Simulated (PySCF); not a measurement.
## Core-level binding energies of VOCl3

Compound: VOCl3 (singlet state).
Bonds: V1–O2, V1–Cl3, V1–Cl4, V1–Cl5.

Computed with PySCF, delta-SCF UKS SCAN, pcX-2 on the ionised atom (unc-x2c-TZVPall on a metal), pcseg-1 elsewhere, spin-free X2C. Binding energies are ΔSCF values: E(core-ionised, relaxed orbitals) − E(ground state) at a fixed geometry, referred to the vacuum level.

Q: Give the core binding energies atom by atom.

A: 
```tsv
atom(s)	environment	level	binding energy (eV)	2p1/2 (eV)	count
V1	vanadium bonded to 3 Cl and O	V 2p3/2	524.17	531.22	1
O2	oxygen bonded to V	O 1s	538.84	–	1
Cl3/Cl4/Cl5	chlorine bonded to V	Cl 2p3/2	206.34	207.99	3
Cl3/Cl4/Cl5	chlorine bonded to V	Cl 1s	2828.94	–	3
```

Q: Which photon wavelength matches the V 2p3/2 of V1 threshold?

A: λ = hc/E = 12398.42 eV Å / 524.17 eV = 23.653 Å.

Atoms equivalent by their bonding share one computed value, that of the first of them. Spin–orbit coupling isn't in the SCF: each 2p doublet comes from a relaxed spin-free hole plus a matrix of the shell (mean-field spin–orbit coupling and the ground-state 2p splitting), with 2p3/2 averaged over its two sublevels. 2p1/2 minus 2p3/2 (ligand field included): V 7.05 eV, Cl 1.65 eV. Satellites of the metal's 2p lines aren't described. Geometry: PBE0-D3(BJ)/def2-SVP; no solvent, vibrations or thermal averaging. Metal 2p energies of this one-determinant scheme are less reliable than its 1s energies.

The run took about 17 s of CPU time (one thread, shared machine).
